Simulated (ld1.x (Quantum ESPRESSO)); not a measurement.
**Sm: variants of one TM potential**

Base potential:

samarium (Sm), norm-conserving Troullier–Martins (Kleinman–Bylander form), made with ld1.x (Quantum ESPRESSO) 7.5 (PBEsol, scalar-relativistic). Core [Kr] 4d10, reference 4f6 5s2 5p6 5d0 6s0 6p0 (charge +2). Waves: 5s (bound): rc 2.15 bohr; 5p (bound): rc 2.50 bohr; 5d (bound, empty): rc 2.90 bohr; 4f (bound): rc 1.55 bohr. Local part: all-electron potential smoothed inside 1.45 bohr (lloc = -2). Core correction: none.

All-electron outer shells of the reference configuration (PBEsol, scalar-relativistic, ld1.x):

| shell | level (eV) | outermost node (bohr) | outermost maximum (bohr) |
| --- | --- | --- | --- |
| 4p | -260.38 | 0.30 | 0.56 |
| 4d | -141.91 | 0.28 | 0.59 |
| 5s | -56.68 | 0.69 | 1.27 |
| 5p | -36.55 | 0.74 | 1.43 |
| 4f | -15.74 | – | 0.61 |
| 6s | -13.61 | 1.67 | 3.23 |
| 5d | -13.56 | 0.84 | 2.03 |
| 6p | -9.66 | 1.98 | 3.95 |

Cutoffs, loose and tight: the cutoffs (Ry, on a coarse ladder) from which the occupation-weighted sum of valence levels, in a spherical-Bessel basis at the reference potential, stays within 10 and 1 mRy of its value at 400 Ry. They do not see the model core or the augmentation charge, which bear on the density cutoff. Test errors are all-electron minus pseudo excitation energies from the reference, over the configurations 4f6 5s2 5p6 5d0 6s2 6p0; 4f6 5s2 5p6 5d0 6s1 6p0; 4f5 5s2 5p6 5d0 6s0 6p0; 4f6 5s2 5p6 5d0 6s0 6p1; 4f5 5s2 5p6 5d1 6s2 6p0; 4f6 5s2 5p6 5d1 6s0 6p0; 4f7 5s2 5p6 5d0 6s0 6p0. A dash means not determined; rows that change the core or the reference have their own tests.

| change | outcome | cutoff, loose | cutoff, tight | bound ghosts | largest test error (meV) |
| --- | --- | --- | --- | --- | --- |
| base | generated | 160 Ry | 260 Ry | none | +2352 |
| wave 5d (bound): rc 2.90 bohr becomes 5d (bound): rc 2.00 bohr | generated | 160 Ry | 260 Ry | none | +2353 |
| wave 5d (bound): rc 2.90 bohr becomes 5d (bound): rc 2.48 bohr | generated | 160 Ry | 260 Ry | none | +2355 |
| wave 5d (bound): rc 2.90 bohr becomes 5d (bound): rc 2.76 bohr | generated | 160 Ry | 260 Ry | none | +2354 |
| wave 5d (bound): rc 2.90 bohr becomes 5d (bound): rc 3.44 bohr | generated | 160 Ry | 260 Ry | none | +2337 |
| wave 5d (bound): rc 2.90 bohr becomes 5d (bound): rc 3.88 bohr | generated | 160 Ry | 260 Ry | none | +2324 |
| wave 5d (bound): rc 2.90 bohr becomes 5d (bound): rc 4.22 bohr | generated | 160 Ry | 260 Ry | none | +2311 |

Reading the sweep of the d radius (base included, trends over the rows without a ghost): The loose cutoff stays near 160 Ry. The median size of the test errors (rows with all tests solved) stays near 298.9 meV.
